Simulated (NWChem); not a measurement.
# SrF$_{2}$; SMILES [F][Sr][F]

Computed with NWChem. def2 effective core potentials on Sr; no spin-orbit coupling. Level Hartree-Fock/def2-SVP: optimisations from one semi-empirical or force-field start; each run changes one setting, and all end within 0.3 mHa of each other.

| setting | optimisation steps |
|---|---|
| redundant internal coordinates, default thresholds | 6 |
| no line search | 11 |
| Cartesian coordinates | 8 |
| tight thresholds | 72 |
| loose thresholds | 5 |
